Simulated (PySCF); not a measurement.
Computed shifts of a molecule C₆H₁₂, PBE/pcSseg-1 in PySCF, GIAO, gas phase, equivalent atoms averaged, in ppm (number of nuclei): ¹³C: 33.5 (1), 27.8 (1), 23.5 (1), 17.7 (1), 5.9 (1), 2.3 (1). ¹H: 2.36 (1), 1.34 (3), 1.05 (1), 0.78 (3), 0.64 (1), 0.60 (1), 0.53 (1), 0.48 (1). References: ¹³C against TMS (σ = 182.0 ppm); ¹H against TMS (σ = 31.49 ppm), references at their B3LYP-D3(BJ)/def2-TZVP geometries, non-relativistic. Coordinates come from a B3LYP-D3(BJ)/def2-SVP optimisation. One conformer was computed; it need not be the lowest.

### Question
Identify the compound among the candidates.
(A) C=CCC(C)C
(B) CC(C)C1CC1
(C) C[C@H]1[C@H](C)[C@H]1C
(D) C[C@H]1CC[C@@H]1C

### Answer
B, CC(C)C1CC1
